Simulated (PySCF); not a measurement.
Species: C2HCl2F3 (charge 0, singlet). 
Coordinates optimised at B3LYP-D3(BJ)/def2-TZVP (Ansatz):
```xyz
8

F     -1.4915     1.0410    -0.9202
C     -0.9883    -0.0126    -0.2593
F     -1.4896    -1.1223    -0.8226
F     -1.4050     0.0442     1.0056
C      0.5437    -0.0165    -0.3771
Cl     1.2172    -1.4535     0.4159
Cl     1.2146     1.4872     0.2831
H      0.8028    -0.0639    -1.4299
```
Charge 0, spin multiplicity 1.

Dispersion corrections to the total energy (kcal/mol) from the dftd3 and dftd4 libraries through PySCF: D3(BJ) without and D4 with the three-body term, each with the damping fitted for the functional named.

| functional | D3(BJ) | D4 |
|---|---|---|
| revPBE | -12.07 | -16.76 |
| BHLYP | -6.67 | [?] |
| PBE | -4.72 | -5.22 |
| PBE0 | [?] | -4.38 |
| TPSSh | -5.55 | -6.43 |
| PW6B95 | -2.45 | -4.40 |
| B3LYP | [?] | -8.45 |

Task: Some entries are withheld; supply them.

Result: 
- BHLYP, D4: -6.17
- PBE0, D3(BJ): -4.12
- B3LYP, D3(BJ): -8.48
